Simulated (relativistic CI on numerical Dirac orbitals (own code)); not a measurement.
Electric-dipole transitions in Tc26+

Method of calculation: Dirac-Coulomb-Breit CI, orbitals from a KLI potential per configuration, a model potential for QED, unscaled Slater integrals (own radial code, finite nucleus).

Configurations in the expansion (outside the closed core [Ne]): 3s2 3p5, 3s 3p6, 3s2 3p4 3d, 3s 3p5 3d, 3p6 3d, 3s 3p4 3d2, 3s2 3p3 3d 4p, 3p6 4s, 3s2 3p4 4s, 3s 3p4 3d 4s, 3p6 4p, 3s2 3p4 4p, 3s2 3p4 4d, 3s 3p5 4s, 3p5 3d 4p, 3s2 3p4 4f, 3s 3p5 4p, 3s 3p5 4d, 3s 3p5 4f, 3s2 3p4 5s, 3s2 3p4 5p, 3s2 3p4 5d, 3s2 3p3 4s 4p, 3s2 3p4 5f, 3s2 3p4 5g, 3s 3p4 4s2, 3s 3p5 5s, 3s 3p5 5p, 3s2 3p3 3d2, 3s2 3p2 3d3, 3s 3p3 3d3, 3s2 3p2 3d2 4s, 3s2 3p2 3d2 4p, 3s2 3p2 3d2 4d, 3p5 3d2, 3p4 3d3, 3p4 3d2 4s, 3p4 3d2 4p, 3p4 3d2 4d, 3s2 3p3 3d 4s, 3s 3p3 3d2 4s, 3s2 3p2 3d 4s2, 3s2 3p2 3d 4s 4p, 3s2 3p2 3d 4s 4d, 3p5 3d 4s, 3p4 3d 4s2, 3p4 3d 4s 4p, 3p4 3d 4s 4d, 3s2 3p3 4s2, 3s 3p3 3d 4s2, 3s2 3p2 4s2 4p, 3s2 3p2 4s2 4d, 3s2 3p3 4p2, 3s2 3p2 3d 4p2, 3s 3p3 3d 4p2, 3s2 3p2 4s 4p2, 3s2 3p2 4p3, 3s2 3p2 4p2 4d. Double excitations out of closed p, d and f shells are left out; levels of such configurations are missing from the list, as are those of other unlisted configurations, and high levels can miss mixing partners. These lack a partner that the ground configuration has and come out too high: 3s2 3p4 4f, 3s 3p5 4p, 3s 3p5 4d, 3s 3p5 4f, 3s2 3p4 5s.

```csv
λ vac (Å),Lower,Upper,A (s⁻¹),log gf,S velocity/length
70.140,3s2 3p4 3d 4D_3/2 [4],3s2 3p3 3d2 4D°_5/2 [125],1.21e+11,-0.27,0.94
70.470,3s2 3p4 3d 4F_9/2 [9],3s2 3p3 3d2 4D°_7/2 [143],1.38e+11,-0.09,0.70
70.970,3s2 3p4 3d 4D_7/2 [7],3s2 3p3 3d2 4D°_7/2 [129],1.98e+11,0.08,0.92
70.994,3s2 3p4 3d 2P_1/2 [6],3s2 3p3 3d2 2D°_3/2 [128],2.11e+11,-0.20,0.95
71.314,3s2 3p4 3d 2F_7/2 [8],3s2 3p3 3d2 2F°_7/2 [138],3.11e+11,0.28,1.01
71.425,3s2 3p4 3d 4D_7/2 [7],3s2 3p3 3d2 4D°_5/2 [125],1.85e+11,-0.07,0.98
71.587,3s2 3p4 3d 4F_5/2 [12],3s2 3p3 3d2 2D°_5/2 [160],2.39e+11,0.04,0.96
71.667,3s2 3p5 2P°_3/2 [1],3s2 3p4 3d 2D_3/2 [28],2.91e+11,-0.05,0.97
72.016,3s 3p6 2S_1/2 [3],3s 3p5 3d 2P°_3/2 [99],2.65e+11,-0.08,0.97
72.353,3s2 3p4 3d 4F_9/2 [9],3s2 3p3 3d2 2G°_9/2 [135],2.01e+11,0.20,0.96
72.384,3s2 3p4 3d 4F_9/2 [9],3s2 3p3 3d2 4D°_7/2 [134],2.52e+11,0.20,0.86
72.398,3s2 3p4 3d 4D_5/2 [5],3s2 3p3 3d2 4P°_3/2 [118],2.67e+11,-0.08,0.88
72.730,3s2 3p5 2P°_3/2 [1],3s2 3p4 3d 2D_5/2 [27],4.67e+11,0.35,1.01
72.821,3s2 3p4 3d 2F_7/2 [8],3s2 3p3 3d2 4D°_5/2 [131],1.91e+11,-0.04,0.79
73.049,3s2 3p4 3d 4F_7/2 [17],3s2 3p3 3d2 4D°_5/2 [169],3.24e+11,0.19,0.80
73.212,3s2 3p4 3d 4F_9/2 [9],3s2 3p3 3d2 4F°_9/2 [130],1.35e+11,0.04,1.02
73.505,3s2 3p5 2P°_1/2 [2],3s2 3p4 3d 2D_3/2 [31],4.28e+11,0.14,1.00
73.671,3s2 3p4 3d 2G_9/2 [22],3s2 3p3 3d2 2G°_9/2 [175],2.91e+11,0.37,0.94
73.781,3s2 3p4 3d 4F_9/2 [9],3s2 3p3 3d2 2H°_11/2 [127],9.93e+10,-0.01,1.02
74.001,3s2 3p5 2P°_3/2 [1],3s2 3p4 3d 2S_1/2 [26],5.11e+11,-0.08,0.97
74.358,3s2 3p4 3d 2F_7/2 [24],3s2 3p3 3d2 2F°_7/2 [184],3.00e+11,0.30,0.94
75.024,3s2 3p5 2P°_3/2 [1],3s2 3p4 3d 2P_3/2 [25],1.40e+11,-0.33,0.95
75.636,3s2 3p4 3d 2F_7/2 [24],3s2 3p3 3d2 2G°_9/2 [179],2.20e+11,0.28,1.02
75.785,3s2 3p4 3d 2G_9/2 [22],3s2 3p3 3d2 2H°_11/2 [171],1.75e+11,0.26,1.02
75.902,3s2 3p4 3d 2D_5/2 [27],3s2 3p3 3d2 2F°_7/2 [195],5.01e+11,0.54,0.97
76.569,3s2 3p4 3d 4F_9/2 [9],3s2 3p3 3d2 4G°_11/2 [116],1.06e+11,0.05,0.99
79.390,3s2 3p4 3d 2D_3/2 [31],3s2 3p3 3d2 2F°_5/2 [220],4.95e+11,0.45,0.95
79.556,3s2 3p4 3d 4D_7/2 [7],3s2 3p3 3d2 2G°_9/2 [94],9.04e+10,-0.07,1.00
79.992,3s2 3p5 2P°_1/2 [2],3s2 3p4 3d 2P_1/2 [29],3.45e+11,-0.18,0.95
81.081,3s2 3p4 3d 4D_5/2 [5],3s2 3p3 3d2 4F°_7/2 [83],7.94e+10,-0.20,1.00
```

Terms are leading LS components. Brackets give the number of a level in order of energy, since labels repeat. The list gives strong lines, with weight on those to low levels, among the lowest 400 of 10102 levels, so that lines to higher ones, which can be the strongest, are missing. Levels whose partners in the same complex of configurations lie outside the list can be far off, and so can their lines. Rates are taken at the computed energies, electric ones in the length gauge. A velocity-to-length ratio far from 1 marks an uncertain rate.

At this charge energies of transitions that change n are usually good to better than 1 %, and those within a shell (Δn = 0) to a few per cent.

LS names give the leading component of a level, which can be under half, so a name can repeat, a term be missing and a line seem to break the LS rules.
